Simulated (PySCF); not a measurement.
Ligand exchange on a metal centre used in film growth or etching (Zr Cl-H). Gas-phase values, no solvent.

All values below come from B3LYP-D3(BJ)/def2-TZVP // r2SCAN-D4/def2-SVP (PySCF). B3LYP has the VWN-RPA correlation part, as in Gaussian. 

```json
[
 {"species": "0 of 4 Cl replaced by H ([Zr(Cl)4])", "HOMO–LUMO gap (eV)": "6.48", "coordination number": "4", "charge on the central atom (Mulliken) (e)": "1.32"},
 {"species": "1 of 4 Cl replaced by H", "HOMO–LUMO gap (eV)": "___", "coordination number": "4", "charge on the central atom (Mulliken) (e)": "1.14"},
 {"species": "2 of 4 Cl replaced by H ([Zr(Cl)2(H)2])", "HOMO–LUMO gap (eV)": "5.61", "coordination number": "___", "charge on the central atom (Mulliken) (e)": "___"},
 {"species": "3 of 4 Cl replaced by H", "HOMO–LUMO gap (eV)": "5.64", "coordination number": "4", "charge on the central atom (Mulliken) (e)": "0.88"},
 {"species": "4 of 4 Cl replaced by H ([Zr(H)4])", "HOMO–LUMO gap (eV)": "5.60", "coordination number": "4", "charge on the central atom (Mulliken) (e)": "0.79"}
]
```

### Question
Fill in the missing entries.

### Answer

- 1 of 4 Cl replaced by H, HOMO–LUMO gap (eV): 6.05
- 2 of 4 Cl replaced by H ([Zr(Cl)2(H)2]), coordination number: 4
- 2 of 4 Cl replaced by H ([Zr(Cl)2(H)2]), charge on the central atom (Mulliken) (e): 1.00
